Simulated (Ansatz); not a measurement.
`C=CBCl` + `O=C=[N][AlH2]` → `O=C=NBCl` + `C=[CH][AlH2]`  (redistribution)

Computed with Ansatz on PBE0-D4/def2-TZVP structures; ΔE is electronic, products minus reactants. CCSD(T)/CBS is the MP2 limit (def2-TZVPP, def2-QZVPP) plus CCSD(T) − MP2 in def2-TZVPP, frozen cores. Functionals use def2-TZVPP. HSE06 is defined as in plane-wave codes. One conformer a species, not always the lowest.

`C=CBCl`:

```xyz
8

C    -1.148   -0.607    0.058
C    -0.309    0.414   -0.145
B     1.196    0.216    0.056
Cl    2.320    1.532   -0.203
H    -0.777   -1.580    0.365
H    -2.223   -0.518   -0.071
H    -0.715    1.375   -0.453
H     1.655   -0.833    0.393
```

`O=C=[N][AlH2]`:

```xyz
6

O     0.854    1.647    2.223
C     0.511    0.985    1.327
N     0.160    0.306    0.408
Al   -0.365   -0.703   -0.948
H     0.262   -0.404   -2.362
H    -1.422   -1.831   -0.648
```

`O=C=NBCl`:

```xyz
6

O     0.123   -0.898    2.467
C    -0.109   -0.497    1.406
N    -0.441   -0.081    0.329
B    -0.127    0.359   -0.968
Cl    1.535    0.411   -1.518
H    -0.981    0.706   -1.716
```

`C=[CH][AlH2]`:

```xyz
8

C    -0.609    1.234   -0.114
C     0.263    0.325   -0.561
Al    0.463   -1.355    0.384
H    -1.216    1.057    0.772
H    -0.766    2.195   -0.602
H     0.828    0.585   -1.456
H     1.479   -2.477   -0.096
H    -0.442   -1.563    1.673
```

**Question.** Is it downhill or uphill in electronic energy at CCSD(T)/CBS, and by how much? (Best estimate.)

**Answer.** Computed: Uphill: ΔE = +15.8 kcal/mol.

**Question.** What do these levels give: revPBE-D4, CAM-B3LYP-D4, r2SCAN, HSE06, CCSD(T)/def2-SVP, CCSD(T)/def2-TZVPP? (Estimate.)

**Answer.** Ansatz gave: revPBE-D4 13.1, CAM-B3LYP-D4 15.4, r2SCAN 15.1, HSE06 14.4, CCSD(T)/def2-SVP 14.3, CCSD(T)/def2-TZVPP 15.7 kcal/mol.

**Question.** What do rigid-rotor, harmonic-oscillator terms from PBE0-D4/def2-TZVP frequencies (298.15 K, 1 bar) make of the CCSD(T)/CBS value? (Estimate.)

**Answer.** The calculation gave: ΔZPE = -0.3 kcal/mol, ΔH = +15.5 kcal/mol, ΔS = 6 J/(mol·K), ΔG = +15.0 kcal/mol.

Largest T1 diagnostic among the species: 0.016.

In def2-TZVPP, CCSD(T) changes the Hartree–Fock value by −2.5 kcal/mol (the triples alone add −0.6 kcal/mol) and MP2 by −2.2 kcal/mol. From BLYP to BHLYP (50 % exact exchange), in def2-TZVPP and without D4, ΔE moves by +2.3 kcal/mol.
